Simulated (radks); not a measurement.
Charge is removed step by step from the 3p level of Yb56+, starting from [Ne] 3s2 3p2. All-electron calculation, scalar-relativistic Kohn-Sham, PBE, spin-unpolarised, spherical densities, point nucleus. Program: a radial shooting solver on a logarithmic mesh with Libxc functionals.

[
 {"removed (e)": "0", "E - E(0) (eV)": "0.000", "eigenvalue (eV)": "-5490.7", "E minus straight line (eV)": "0.000"},
 {"removed (e)": "0.125", "E - E(0) (eV)": "686.99", "eigenvalue (eV)": "-5505.5", "E minus straight line (eV)": "-6.477"},
 {"removed (e)": "0.25", "E - E(0) (eV)": "1375.8", "eigenvalue (eV)": "-5520.2", "E minus straight line (eV)": "-11.103"},
 {"removed (e)": "0.375", "E - E(0) (eV)": "2066.5", "eigenvalue (eV)": "-5535.0", "E minus straight line (eV)": "-13.879"},
 {"removed (e)": "0.5", "E - E(0) (eV)": "2759.1", "eigenvalue (eV)": "-5549.8", "E minus straight line (eV)": "-14.803"},
 {"removed (e)": "0.625", "E - E(0) (eV)": "3453.4", "eigenvalue (eV)": "-5564.6", "E minus straight line (eV)": "-13.878"},
 {"removed (e)": "0.75", "E - E(0) (eV)": "4149.7", "eigenvalue (eV)": "-5579.4", "E minus straight line (eV)": "-11.102"},
 {"removed (e)": "0.875", "E - E(0) (eV)": "4847.8", "eigenvalue (eV)": "-5594.2", "E minus straight line (eV)": "-6.476"},
 {"removed (e)": "1", "E - E(0) (eV)": "5547.7", "eigenvalue (eV)": "-5609.0", "E minus straight line (eV)": "0.000"}
]

Removing the whole electron costs 5547.7 eV by Delta-SCF, against 5490.7 eV from minus the eigenvalue at the starting occupation. Slater's transition state (half an electron removed) gives 5549.8 eV. Integrating minus the eigenvalue over the occupation (Janak's theorem) gives 5549.8 eV. In this scalar-relativistic scheme the density is built from large components alone, so the theorem holds only approximately. The mean slope of the eigenvalue, de/dn, is 118 eV per electron. Ionisation energy of Yb56+ in the NIST Atomic Spectra Database: 5731 eV (theoretical).

Beside tabulated values, note that spin-unpolarised runs miss the spin-polarisation part of the exchange energy of open shells.
